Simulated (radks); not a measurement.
Values are calculated unless marked as measured or tabulated.
Species: the selenium anion Se2-. Configuration: [Kr]. Code: a radial shooting solver on a logarithmic mesh with Libxc functionals. Model: scalar-relativistic Kohn-Sham, PBE, spin-unpolarised, spherical densities, finite nucleus; Fermi nuclear charge, rms radius 4.14 fm; Watson sphere of charge +1.79 and radius 2.18 bohr.

Normalised radial functions P(r) = r R(r), r in bohr:

r	2s	3p	3d
0.005772	0.6195	0.0150	0.0001
0.006613	0.6854	0.0192	0.0002
0.007577	0.7547	0.0246	0.0003
0.008681	0.8263	0.0314	0.0004
0.009945	0.8988	0.0400	0.0006
0.01139	0.9702	0.0508	0.0008
0.01305	1.0378	0.0644	0.0012
0.01496	1.0979	0.0813	0.0018
0.01713	1.1463	0.1022	0.0026
0.01963	1.1777	0.1278	0.0038
0.02249	1.1859	0.1589	0.0055
0.02577	1.1640	0.1963	0.0080
0.02952	1.1044	0.2404	0.0115
0.03382	0.9999	0.2919	0.0164
0.03875	0.8436	0.3505	0.0234
0.04439	0.6305	0.4157	0.0331
0.05086	0.3587	0.4858	0.0464
0.05827	0.0304	0.5582	0.0646
0.06676	-0.3464	0.6285	0.0890
0.07648	-0.7567	0.6907	0.1213
0.08763	-1.1784	0.7370	0.1633
0.1004	-1.5825	0.7579	0.2170
0.1159	-1.9538	0.7407	0.2885
0.1328	-2.2152	0.6764	0.3710
0.1522	-2.3598	0.5571	0.4685
0.1744	-2.3697	0.3784	0.5798
0.1998	-2.2426	0.1426	0.7018
0.2289	-1.9957	-0.1400	0.8294
0.2622	-1.6635	-0.4501	0.9551
0.3004	-1.2921	-0.7604	1.0699
0.3442	-0.9292	-1.0394	1.1635
0.3943	-0.6138	-1.2551	1.2257
0.4517	-0.3689	-1.3823	1.2483
0.5175	-0.1996	-1.4084	1.2272
0.5929	-0.0961	-1.3365	1.1633
0.6793	-0.0405	-1.1845	1.0620
0.7783	-0.0148	-0.9804	0.9325
0.8917	-0.0046	-0.7564	0.7861
1.022	-0.0012	-0.5421	0.6348
1.17	-0.0002	-0.3592	0.4900
1.341	0.0000	-0.2188	0.3607
1.536	0.0000	-0.1216	0.2522
1.76	0.0000	-0.0610	0.1665
2.016	0.0000	-0.0273	0.1031
2.31	0.0000	-0.0107	0.0592
2.647	0.0000	-0.0036	0.0310
3.032	0.0000	-0.0010	0.0147
3.474	0.0000	-0.0002	0.0062
3.98	0.0000	0.0000	0.0023
4.56	0.0000	0.0000	0.0007
5.224	0.0000	0.0000	0.0002
5.985	0.0000	0.0000	0.0000
6.857	0.0000	0.0000	0.0000
7.856	0.0000	0.0000	0.0000

2s: eigenvalue -1603.6 eV, 1 radial node at r = 0.0589 bohr, <r> = 0.196 bohr, 90 % of the charge inside 0.303 bohr. 3p: eigenvalue -149.64 eV, 1 radial node at r = 0.214 bohr, <r> = 0.590 bohr, 90 % of the charge inside 0.903 bohr. 3d: eigenvalue -49.877 eV, 0 radial nodes, <r> = 0.634 bohr, 90 % of the charge inside 1.06 bohr.
